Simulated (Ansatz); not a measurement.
VF₃: single points at one geometry.

```yaml
crystal:
  periodic: [false, false, false]
  atoms:
    - {symbol: V, position_ang: [-0.034865, -0.058041, 0.000359]}
    - {symbol: F, position_ang: [1.709624, 0.068476, 0.014098]}
    - {symbol: F, position_ang: [-0.749432, 1.538305, -0.024112]}
    - {symbol: F, position_ang: [-0.925327, -1.548741, 0.009665]}
basis:
  gaussian: {orbitals: def2-TZVP, initial_orbitals: start.molden}
magnetization: {spin_polarized: true, initial_magnetization: 2}
hamiltonian: {xc: {name: LC-wPBE, parameters: {omega: 0.1/bohr}}}
scf: {omitted_lower_state_checks: [starts]}
output: {orbitals: {seedname: orbitals}}
```

The file start.molden holds the orbitals of an earlier run on this structure, at another level or in another basis.

```sh
$ ansatz run in.yaml --threads 4 --pin off --events-out ev --progress --plain --max-ram 3916MiB
```

It prints (some lines left out):

```
Functional definition: LC-wPBE
902 factors; their error is unknown
56 factors; integrals over basis functions are off by at most 8.5e-7 eV
mean field evaluation 1: about -33834.8122 eV, gradient 8.8e0 eV
mean field evaluation 2: about -33835.0909 eV, gradient 4.2e-1 eV
mean field evaluation 4: about -33835.0890 eV, gradient 6.6e-2 eV
mean field evaluation 8: about -33835.0890 eV, gradient 2.3e-5 eV
mean field -33835.08899040 eV, -1243.4165861503 hartree, gradient 4.1e-6 eV, S^2 2.008581; 0 other end points of the search recorded, 0 dependent functions left out
reference -33835.08899058 eV, -1243.4165861567 hartree; 26, 24 occupied and 112, 114 virtual orbitals, 902 factors
Total energy: -33835.08899058 eV, -1243.4165861567 hartree
Checks for a lower state left out: starts
```

Hardware: 4 threads of Intel Xeon Platinum 8488C on a shared host. Wall time 2.5 s.

First input, but with `hamiltonian: {xc: pbe, dispersion: d4}` (abridged; 0.85 s):

```
Functional definition: PBE
mean field -33832.97274808 eV, -1243.3388156793 hartree, gradient 6.8e-6 eV, S^2 2.009055
Total energy: -33833.02746378 eV, -1243.3408264442 hartree
Checks for a lower state left out: starts
```

Geometry: r2SCAN-D4/def2-TZVP.
